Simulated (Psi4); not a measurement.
C$_{4}$H$_{5}$N, charge +1, doublet, at a GFN2-xTB geometry (a state made from the parent by changing its charge; the spin is typed, not shown lowest); PBE/6-31G* (Psi4).

The Psi4 input:
```
memory 2 GB

molecule {
1 2
  C    -0.06357162   -1.13644082    0.44125941
  C    -1.15680579   -0.37198786    0.11693738
  C    -0.66289635    0.87577033   -0.35727821
  N     0.68645322    0.84847991   -0.31398155
  C     1.08891418   -0.34919756    0.16241899
  H    -0.05172893   -2.13645287    0.83118679
  H    -2.19353832   -0.63877508    0.19579139
  H    -1.22005152    1.73058867   -0.70383313
  H     1.29945642    1.60617307   -0.59436729
  H     2.12684727   -0.60975777    0.28906760
}

set basis 6-31g*
set reference uks
set scf_type pk
set puream true
set d_convergence 1e-8
set dft_radial_points 99
set dft_spherical_points 590

energy('pbe')
print_variables()
```

It wrote (shortened):

```
   => Loading Basis Set <=

    Name: 6-31G*
    Role: ORBITAL
    Keyword: BASIS

         ---------------------------------------------------------
                                   SCF
               by Justin Turney, Rob Parrish, Andy Simmonett
                          and Daniel G. A. Smith
                              UKS Reference
         ---------------------------------------------------------

  ==> Geometry <==

    Molecular point group: c1
    Full point group: C1

    Geometry (in Angstrom), charge = 1, multiplicity = 2:

       Center              X                  Y                   Z               Mass
    ------------   -----------------  -----------------  -----------------  -----------------
         C           -0.064180488839    -1.137193401470     0.441537906833    12.000000000000
         C           -1.157414658839    -0.372740441470     0.117215876833    12.000000000000
         C           -0.663505218839     0.875017748530    -0.356999713167    12.000000000000
         N            0.685844351161     0.847727328530    -0.313703053167    14.003074004430
         C            1.088305311161    -0.349950141470     0.162697486833    12.000000000000
         H           -0.052337798839    -2.137205451470     0.831465286833     1.007825032230
         H           -2.194147188839    -0.639527661470     0.196069886833     1.007825032230
         H           -1.220660388839     1.729836088530    -0.703554633167     1.007825032230
         H            1.298847551161     1.605420488530    -0.594088793167     1.007825032230
         H            2.126238401161    -0.610510351470     0.289346096833     1.007825032230

  Running in c1 symmetry.

  Rotational constants: A =      0.31872  B =      0.28944  C =      0.15169 [cm^-1]
  Rotational constants: A =   9554.90339  B =   8677.10893  C =   4547.43755 [MHz]
  Nuclear repulsion =  161.088405606660757

  Charge       = 1
  Multiplicity = 2
  Electrons    = 35
  Nalpha       = 18
  Nbeta        = 17

  ==> Algorithm <==

  SCF Algorithm Type is PK.
  DIIS enabled.
  MOM disabled.
  Fractional occupation disabled.
  Guess Type is SAD.
  Energy threshold   = 1.00e-06
  Density threshold  = 1.00e-08
  Integral threshold = 1.00e-12

  ==> Primary Basis <==

  Basis Set: 6-31G*
    Blend: 6-31G*
    Number of shells: 40
    Number of basis functions: 80
    Number of Cartesian functions: 85
    Spherical Harmonics?: true
    Max angular momentum: 2

  ==> DFT Potential <==

   => LibXC <=

[...]
      Nbeta    =   17.0000001937 ; deviation = 1.937e-07
      Ntotal   =   35.0000003832 ; deviation = 3.832e-07

   @Spin Contamination Metric:   7.238288870E-03
   @S^2 Expected:                7.500000000E-01
   @S^2 Observed:                7.572382889E-01
   @S   Expected:                5.000000000E-01
   @S   Observed:                5.000000000E-01

    Orbital Energies [Eh]
    ---------------------

    Alpha Occupied:

[...]
    Alpha Virtual:

[...]
    Beta Occupied:

[...]
    Beta Virtual:

[...]
    Final Occupation by Irrep:
              A
    DOCC [    17 ]
    SOCC [     1 ]
    NA   [    18 ]
    NB   [    17 ]

  @UKS Final Energy:  -209.60491748414665

   => Energetics <=

    Nuclear Repulsion Energy =            161.0884056066607570
    One-Electron Energy =                -592.2483129996691105
    Two-Electron Energy =                 251.5021445678607392
    DFT Exchange-Correlation Energy =     -29.9471546589990680
    Empirical Dispersion Energy =           0.0000000000000000
    VV10 Nonlocal Energy =                  0.0000000000000000
    Total Energy =                       -209.6049174841466538

  UHF NO Occupations:
  HONO-2 :   16  A 1.9996805
  HONO-1 :   17  A 1.9972179
  HONO-0 :   18  A 1.0000000
  LUNO+0 :   19  A 0.0027821
  LUNO+1 :   20  A 0.0003195
  LUNO+2 :   21  A 0.0003137
  LUNO+3 :   22  A 0.0000671

Computation Completed

Properties will be evaluated at   0.000000,   0.000000,   0.000000 [a0]

Properties computed using the SCF density matrix

 Multipole Moments:

 ------------------------------------------------------------------------------------
     Multipole            Electronic (a.u.)      Nuclear  (a.u.)        Total (a.u.)
 ------------------------------------------------------------------------------------

 L = 1.  Multiply by 2.5417464519 to convert [e a0] to [Debye]
 Dipole X            :          0.4704304           -0.0414215            0.4290089
 Dipole Y            :          0.5814683           -0.0511984            0.5302699
 Dipole Z            :         -0.2151734            0.0189460           -0.1962274
 Magnitude           :                                                    0.7097464

 ------------------------------------------------------------------------------------

  Variable Map:
  ----------------------------------------------------------------------------
[...]
  Array Variable Map:
  ----------------------------------------------------------------------------
[...]
[...]
```
